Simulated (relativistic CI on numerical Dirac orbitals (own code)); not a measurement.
**Hyperfine structure of Pr²⁶⁺, mass number 141**

Method of calculation: Dirac-Coulomb-Breit CI, orbitals from a KLI potential per configuration, model QED (radiative potential, 1s self-energy scaled to tabulated hydrogen-like ionisation energies), unscaled Slater integrals (own radial code, finite nucleus).

Configuration list (outside the closed core [Ar] 3d10): 4s²4p³, 4s4p⁴, 4s²4p²4d, 4p⁵, 4s4p³4d, 4s²4p²4f, 4s4p³4f, 4p⁴4d, 4s4p²4d², 4s²4p4d4f, 4p⁴4f, 4s²4p4d², 4s²4d³, 4s4p4d³, 4s²4d²4f, 4s4p4d²4f, 4p³4d², 4p²4d³, 4p²4d²4f. Double excitations out of closed p, d and f shells are left out; levels of such configurations are missing from the list, as are those of other unlisted configurations, and high levels can miss mixing partners.

Nuclear spin I = 5/2, μ = 4.266 μN, Q = -0.0589 b (tables of Stone and Pyykkö). The electronic factors are computed for point nuclear moments, without core polarisation or the Bohr-Weisskopf and QED corrections.

```tsv
Level	E (cm⁻¹)	A (GHz)	B (GHz)
4s²4p³ ²D°5/2	218059	82.56	0.00338
4s²4p³ ²P°1/2	259278	260.1	
4s²4p³ ²P°3/2	449750	39.87	2.75
4s4p⁴ ⁴P5/2	674085	187.9	-1.07
4s4p⁴ ²D5/2	930102	209.6	3.19
```

Levels with J = 0, under 50 % of one LS term, or S terms without an open s electron are left out. Small factors come from cancelling terms and can be off by tens of per cent or more.

At this charge energies of transitions that change n are usually good to better than 1 %, and those within a shell (Δn = 0) to a few per cent.

Task: Give the hyperfine levels of 4s²4p³ ²P°1/2 relative to its centre of gravity.

Result: With K = F(F + 1) − I(I + 1) − J(J + 1), E = AK/2: F = 2: -455.1, F = 3: 325.1 GHz.

LS names give the leading component of a level, which can be under half, so a name can repeat, a term be missing and a line seem to break the LS rules.
